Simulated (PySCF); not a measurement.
**Vertical excitation energies**

Species: glycidyl isopropyl ether, C6H12O2.
SMILES with atom numbers: `[CH3:1][CH:2]([CH3:3])[O:4][CH2:5][C@@H:6]1[CH2:7][O:8]1` (hydrogens: H9, H10, H11 on C1; H12 on C2; H13, H14, H15 on C3; H16, H17 on C5; H18 on C6; H19, H20 on C7)

Cartesian coordinates in Å at the GFN2-xTB level; atoms count from 1:
```xyz
20
C6H12O2 angstrom
C     -2.1681   -0.9175   -0.5640
C     -1.2500    0.3063   -0.5980
C     -1.9551    1.5327   -0.0273
O     -0.0754    0.1229    0.1797
C      0.8794   -0.7507   -0.3709
C      2.1402   -0.6298    0.4560
C      3.1535    0.3789    0.1413
O      3.3476   -0.9764   -0.1482
H     -3.0930   -0.6956   -1.0891
H     -1.6989   -1.7739   -1.0418
H     -2.3990   -1.1740    0.4671
H     -0.9557    0.5051   -1.6435
H     -2.2595    1.3347    0.9963
H     -2.8310    1.7744   -0.6221
H     -1.2775    2.3815   -0.0261
H      0.5302   -1.7939   -0.3474
H      1.0976   -0.4834   -1.4166
H      2.0287   -0.9411    1.4915
H      3.7708    0.7848    0.9340
H      3.0099    1.0257   -0.7159
```

Method: TDDFT PBE0/def2-SVPD, vertical, gas phase, core orbitals frozen in the response (PySCF).

Predict the UV-vis stick spectrum at this level.

```tsv
state	E (eV)	λ (nm)	ν̃ (cm⁻¹)	f	|μ| (D)	main configurations (H = HOMO, L = LUMO)
S1	7.07	175.2	57060	0.010	0.62	H→L (96%)
S2	7.64	162.3	61620	0.011	0.61	H→L+1 (68%), H→L+2 (27%)
S3	7.74	160.3	62390	0.0095	0.57	H-1→L (44%), H→L+2 (22%), H-1→L+2 (16%)
S4	7.79	159.2	62800	0.019	0.80	H→L+3 (73%), H-1→L (12%)
S5	7.87	157.6	63440	0.0077	0.51	H→L+2 (32%), H-1→L (23%), H→L+3 (20%)
S6	7.99	155.2	64450	0.0040	0.37	H-1→L+2 (55%), H-1→L+4 (12%), H-1→L+1 (12%)
```

Triplets, Tamm–Dancoff:

```json
{"state": "T1", "E (eV)": "6.93", "λ (nm)": "179.0", "main configurations (H = HOMO, L = LUMO)": "H→L (90%)"}
{"state": "T2", "E (eV)": "7.44", "λ (nm)": "166.6", "main configurations (H = HOMO, L = LUMO)": "H→L+2 (38%), H→L+1 (37%)"}
```

The lowest singlet lies at 7.07 eV (175 nm, vacuum ultraviolet) and is weak; its leading configuration is HOMO→LUMO (96%). The strongest level in the table is S4 at 7.79 eV (159 nm, f = 0.019). Löwdin shares by element: HOMO oxygen 53% or more, carbon 24% or more (atoms not listed hold the other 23%); LUMO carbon 34% or more, hydrogen 8% or more (atoms not listed hold the other 59%). The listed states span 0.92 eV, and the widest gap between neighbours is 0.57 eV (S1 to S2). Of the 6 states listed, 3 reach f = 0.01 and none stays under 0.0005. Orbital energies (eV): HOMO-3 -9.08, HOMO-2 -8.74, HOMO-1 -8.01, HOMO -7.53, LUMO 0.70, LUMO+1 1.23, LUMO+2 1.26. The window holds the lowest 6 singlets.

Time: 95 s wall; peak memory 1.0 GiB. Hardware: one thread of an Arm Neoverse N1, shared host with 64 logical CPUs at a one-minute load of 45.

One conformer stands for the species.

Without π bonds the low states may be Rydberg-like; a valence basis with one diffuse set may place them up to an eV too high.
